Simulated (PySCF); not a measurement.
2,2-difluoro-1-silylethanone (C2H4F2OSi), SMILES FC(C([SiH3])=O)F. Heavy atoms are numbered as in [O:1]=[C:2]([SiH3:3])[CH:4]([F:5])[F:6]. Hydrogens are named by the atom that carries them.

Coordinates come from a PBE-D3(BJ)/def2-SVP optimisation. The values are those of a single conformer.

Level of theory: PBE/pcSseg-1 (PySCF).

GIAO shieldings, no solvent; atoms alike by connectivity are averaged. δ = σ(ref) − σ: ¹⁷O against H2O (σ = 334.3 ppm); ¹³C against TMS (σ = 182.0 ppm); ²⁹Si against TMS (σ = 335.4 ppm); ¹⁹F against CFCl3 (σ = 133.6 ppm); ¹H against TMS (σ = 31.49 ppm), references at their B3LYP-D3(BJ)/def2-TZVP geometries, non-relativistic.

```tsv
atoms	nucleus	count	δ (ppm)
O1	¹⁷O	1	835.9
C2	¹³C	1	237.2
C4 (CH)	¹³C	1	…
Si3 (SiH3)	²⁹Si	1	-90.9
F5	¹⁹F	2	-152.6
H on C4	¹H	1	…
H on Si3	¹H	3	…
```

Question: Complete the blanks. (The exact figures need the calculation; the answer reports its results.)

Answer: 
- H on C4, δ (ppm): 5.70
- C4 (CH), δ (ppm): 123.9
- H on Si3, δ (ppm): 4.70
